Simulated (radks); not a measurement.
Spin polarisation of the 5d3 shell in Ta+. Start: [Xe] 4f14 5d(up 1.5, down 1.5) 6s(up 0.5, down 0.5); electrons of 5d are moved from spin down to spin up, other shells keep equal spins. All-electron calculation, scalar-relativistic Kohn-Sham, r2SCAN, spin-polarised, spherical densities, finite nucleus; meta-GGA in the generalised Kohn-Sham scheme; Fermi nuclear charge, rms radius of each element as measured or else 0.836 A^(1/3) + 0.57 fm. Program: a radial shooting solver on a logarithmic mesh with Libxc functionals.

moment (Bohr magnetons)  E - E(0) (eV)  e(5d up) (eV)  e(5d down) (eV)  6s down minus up (eV)  4f down minus up (eV)  5p down minus up (eV)
0                                0.000        -10.414          -10.414                  0.000                  0.000                  0.000
0.75                            -0.115        -10.702          -10.087                  0.397                  0.075                  0.480
1.5                             -0.464        -10.961           -9.709                  0.817                  0.150                  0.960
2.25                            -1.059        -11.188           -9.258                  1.231                  0.225                  1.438
3                               -1.925        -11.391           -8.714                  1.669                  0.301                  1.916

At moment 3 the spin-polarisation energy is -1.925 eV and the 5d exchange splitting 2.677 eV, that is 0.892 eV per Bohr magneton; E = -I m^2/4 would give I = 0.855 eV.
